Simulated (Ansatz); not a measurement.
Reaction (substitution at a C–N bond): `C=NCNC` + arsine → `CNC[AsH2]` + `C=N`

Program: Ansatz. Geometries: PBE0-D4/def2-TZVP. ΔE: electronic, gas phase. CCSD(T)/CBS is the MP2 limit (def2-TZVPP, def2-QZVPP) plus CCSD(T) − MP2 in def2-TZVPP, frozen cores. This one scheme is used for every species. For As outer-core shells are correlated without core-valence functions, which leaves a few kJ/mol of doubt a bond. Scalar relativity is left out up to krypton. Each species was taken in one conformer, which may not be the lowest.

`C=NCNC`:

Cartesian coordinates in Å:
```
C 0.150 -0.645 1.964
N -0.674 -0.642 1.015
C -0.810 0.583 0.242
N -0.590 0.393 -1.163
C 0.751 -0.033 -1.502
H 0.284 -1.548 2.561
H 0.757 0.231 2.236
H -0.119 1.362 0.601
H -1.833 0.942 0.387
H -1.271 -0.262 -1.526
H 1.463 0.735 -1.186
H 1.057 -0.984 -1.043
H 0.836 -0.132 -2.585
```

`[AsH3]`:

Cartesian coordinates in Å:
```
As 0.629 -0.082 -0.036
H -0.299 -0.985 0.764
H -0.031 1.173 0.514
H -0.299 -0.107 -1.242
```

`CNC[AsH2]`:

Cartesian coordinates in Å:
```
C -1.354 -0.477 0.973
N -0.315 0.335 0.376
C 0.658 -0.438 -0.350
As 2.016 0.640 -1.291
H -2.088 0.166 1.463
H -0.917 -1.124 1.739
H -1.884 -1.125 0.254
H -0.720 1.038 -0.229
H 0.223 -1.111 -1.110
H 1.209 -1.075 0.350
H 0.995 1.518 -2.011
H 2.176 1.652 -0.165
```

`C=N`:

```xyz
5

C    -0.358   -0.154    0.011
N     0.441    0.815   -0.093
H    -0.061   -1.200    0.151
H    -1.431    0.041   -0.041
H     1.409    0.498   -0.028
```

```json
{"species": "`C=NCNC`", "MP2/CBS(def2) energy (Eh)": "-228.25040"}
{"species": "`[AsH3]`", "MP2/CBS(def2) energy (Eh)": "-2236.76315"}
{"species": "`CNC[AsH2]`", "MP2/CBS(def2) energy (Eh)": "-2370.52596"}
{"species": "`C=N`", "MP2/CBS(def2) energy (Eh)": "-94.48959"}
```

**Question.** Work out ΔE.

**Answer.** ΔE = (-2370.52596) + (-94.48959) − (-228.25040) − (-2236.76315) = -0.00200 Eh = -0.05 eV. CCSD(T)/CBS gives -0.03 eV.

Largest T1 diagnostic among the species: 0.012.

In def2-TZVPP, CCSD(T) changes the Hartree–Fock value by −0.07 eV (the triples alone add −0.00 eV) and MP2 by −0.10 eV.
